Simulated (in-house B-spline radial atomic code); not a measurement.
Radial electron density of the neodymium ion Nd²⁺, [Xe] 4f4. Method: scalar-relativistic (X2C) CAM-B3LYP, spin-polarised, spherical fractional occupations, exact exchange averaged over the configuration, Fermi nucleus of rms radius 4.9123 fm. Calculated with an all-electron radial atomic-structure program (B-spline basis).

One-electron X2C: radii and densities carry no picture-change correction, so inner-shell <1/r> comes out high (for 1s by about 2 % at Z = 33, 5 % at 54, 10 % at 75, 30 % at 118) and <r> low.

Columns: r (bohr), 4πr²n(r) (electrons per bohr), bar.

```
0.000623    2.366 #
0.000768    3.254 #
0.000947    4.461 ##
 0.00117    6.107 ###
 0.00144    8.268 ###
 0.00177     11.1 #####
 0.00218    14.82 ######
 0.00269    19.63 ########
 0.00331    25.57 ###########
 0.00408    32.86 ##############
 0.00503     41.4 #################
 0.00619    50.81 #####################
 0.00763    60.61 ##########################
  0.0094    69.67 #############################
  0.0116    76.74 ################################
  0.0143    80.32 ##################################
  0.0176    79.74 ##################################
  0.0217    75.65 ################################
  0.0267     70.8 ##############################
  0.0329    69.36 #############################
  0.0405    74.98 ################################
  0.0499    87.44 #####################################
  0.0615    100.4 ##########################################
  0.0758    104.3 ############################################
  0.0934    95.06 ########################################
   0.115    81.22 ##################################
   0.142    77.35 #################################
   0.175    86.19 ####################################
   0.215    90.27 ######################################
   0.265     73.8 ###############################
   0.327    46.93 ####################
   0.403    34.41 ###############
   0.496    38.59 ################
   0.611    40.16 #################
   0.753    30.13 #############
   0.928    17.96 ########
    1.14    11.63 #####
    1.41    9.025 ####
    1.74    6.427 ###
    2.14    3.488 #
    2.64    1.334 #
    3.25   0.3564 
       4  0.06399 
    4.93 0.007352 
    6.07 0.000582
```

On this grid the curve has 4 maxima, near 0.0143, 0.0758, 0.215, 0.611 bohr.

The 5p up radial function P(r) = rR(r), positive near the nucleus:

```tsv
r (bohr)	P
0.000947	0.0008972
0.00144	0.001742
0.00218	0.00341
0.00331	0.006763
0.00503	0.01342
0.00763	0.02619
0.0116	0.04978
0.0176	0.08923
0.0267	0.1452
0.0405	0.1995
0.0615	0.1953
0.0934	0.05253
0.142	-0.2041
0.215	-0.2824
0.327	0.09211
0.496	0.4552
0.753	0.04401
1.14	-0.7096
1.74	-0.8353
2.64	-0.4046
4	-0.08248
6.07	-0.00493
```
